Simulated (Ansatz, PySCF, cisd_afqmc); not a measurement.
Species: H₄SiO, charge 0, singlet. H4SiO (SMILES O[SiH3]).
B3LYP-D3(BJ)/def2-TZVP minimum from Ansatz (a first-principles code):
```
Si
O 1 1.6528
H 2 0.9599 1 118.60
H 1 1.4758 2 105.81 3 180.00
H 1 1.4841 4 109.91 2 -120.66
H 1 1.4841 4 109.91 5 -118.68
```

Atomisation energy term by term, kcal/mol (programs: Ansatz, cisd_afqmc). UHF or UKS for unpaired electrons; spin-orbit terms are left out. Cores are frozen in correlated methods. Rows without X2C or -DK are non-relativistic. AFQMC/CISD: phaseless, guided by CISD from CCSD amplitudes; bars are statistical, one sigma. Outlying blocks are dropped, and bars are widened where a walk drifts. Over all cases where full CI ran beside it in this data, AFQMC minus full CI had a median of +0.1 mEh and passed +0.4 mEh in a tenth of the cases. CBS(X,Y): correlation extrapolated as X^-3, Hartree-Fock from the larger set (Q,5: extrapolated as (X+1)exp(-9√X)). A bracket is a step between two methods taken in the basis named. 'core' is core correlation in cc-pwCVTZ (1s frozen past Ne), 'X2C' scalar relativity in cc-pVTZ-DK, both at CCSD(T). For partners of very few electrons the exact lower level stands in for a higher one.

```tsv
term	basis	kcal/mol
Hartree-Fock	CBS(cc-pV(Q+d)Z,cc-pV(5+d)Z)	343.28
CCSD correlation	CBS(cc-pV(Q+d)Z,cc-pV(5+d)Z)	115.31
(T)	CBS(cc-pV(Q+d)Z,cc-pV(5+d)Z)	4.94
CCSDT(Q) - CCSD(T)	cc-pV(T+d)Z	-0.07
core correlation	cc-pwCVTZ	0.13
scalar relativity	X2C, cc-pVTZ-DK	-1.02
minus zero-point energy	harmonic, PySCF's Hessian at B3LYP-D3(BJ)/def2-TZVP	-24.09
sum: D0		438.5
```

The step beyond CCSD(T) by other levels: AFQMC/CISD in cc-pV(D+d)Z 0.50 ± 0.27; CCSDT(Q) in cc-pV(D+d)Z 0.37 kcal/mol.
